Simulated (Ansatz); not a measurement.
Computed with Ansatz on PBE0-D4/def2-TZVP structures; ΔE is electronic, products minus reactants. CCSD(T)/CBS adds triple-zeta CCSD(T) − MP2 to the extrapolated MP2 energy (def2 sets, frozen cores). This one scheme is used for every species, atoms too. For atomizations the MP2-based limit and the directly extrapolated one differ by several kJ/mol either way, and by 10 to 25 for some Ge, Se and Sn compounds, so smaller differences from it don't rank the levels. No spin–orbit coupling; open shells (•) take unrestricted orbitals. Spin–orbit coupling would lower the free atoms: a little for C, F, O. One conformer a species, not always the lowest.

`COCC(F)(F)F` → 3 C• + 3 F• + 5 H• + O•  (atomization)

| species | HF/def2-SVP energy (Eh) |
| --- | --- |
| `COCC(F)(F)F` | -489.30553 |
| C• | -37.64523 |
| F• | -99.28405 |
| H• | -0.49928 |
| O• | -74.72010 |

(1) Work out ΔE.

Largest T1 diagnostic among the species: 0.011.

Answers

(1) ΔE = 5 × (-0.49928) + 3 × (-37.64523) + 3 × (-99.28405) + (-74.72010) − (-489.30553) = 1.30119 Eh = +35.41 eV. CCSD(T)/CBS gives +49.35 eV.

From r2SCAN to r2SCAN0 (25 % exact exchange), in def2-TZVPP and without D4, ΔE moves by −1.20 eV: exact exchange takes away binding that semilocal exchange gives to molecules. At CCSD(T), def2-SVP lies −2.21 eV from the extrapolated value and def2-TZVPP −1.28 eV: correlation converges slowly with the basis, and small sets miss more of it in the bonded molecule than in its fragments.
